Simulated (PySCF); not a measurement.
heptafluorocyclopentane (C₅H₃F₇), SMILES C1C(F)(C(F)(F)C(F)(F)C1F)F.

Geometry optimised at PBE0-D3(BJ)/def2-SVP. Other conformers were not sampled.

These are TDDFT-LC-ωPBE/def2-SVP run with PySCF 2.14.0 values and carry that method's errors.

Vertical excitations. Isolated molecule, no solvent.

Q: Give excitation energies, oscillator strengths and character. (Estimate from the structure and the level; the computed values follow.)

A: 
```
state  energy (eV)  λ (nm)      f                                                             main pairs
-----  -----------  ------  -----  ---------------------------------------------------------------------
S1            8.57     145  0.005                                                         HOMO→LUMO 90 %
S2            9.67     128  0.002                                                       HOMO−1→LUMO 87 %
S3           10.31     120  0.011                                                       HOMO−2→LUMO 78 %
S4           10.75     115  0.002                   HOMO→LUMO+2 41 %, HOMO→LUMO+1 26 %, HOMO→LUMO+5 17 %
S5           10.88     114  0.003                                                       HOMO−3→LUMO 68 %
S6           11.23     110  0.039  HOMO→LUMO+1 35 %, HOMO→LUMO+2 20 %, HOMO−3→LUMO 11 %, HOMO→LUMO+6 6 %
S7           11.39     109  0.060                  HOMO→LUMO+4 39 %, HOMO−1→LUMO+1 21 %, HOMO→LUMO+1 8 %
S8           11.65     106  0.004                                                       HOMO−4→LUMO 63 %
S9           11.70     106  0.041                HOMO−1→LUMO+1 47 %, HOMO−2→LUMO+1 11 %, HOMO−4→LUMO 8 %
S10          11.77     105  0.029  HOMO−5→LUMO 25 %, HOMO→LUMO+5 20 %, HOMO→LUMO+6 17 %, HOMO−2→LUMO 5 %
T1            8.08     153      0                                                         HOMO→LUMO 86 %
T2            9.10     136      0                                                       HOMO−1→LUMO 71 %
T3            9.65     129      0                                                       HOMO−2→LUMO 67 %
T4            9.95     125      0                   HOMO→LUMO+2 45 %, HOMO→LUMO+5 23 %, HOMO→LUMO+1 13 %
```
Triplets are in the Tamm–Dancoff approximation, which puts them higher than full response would, so one can lie above its singlet here.
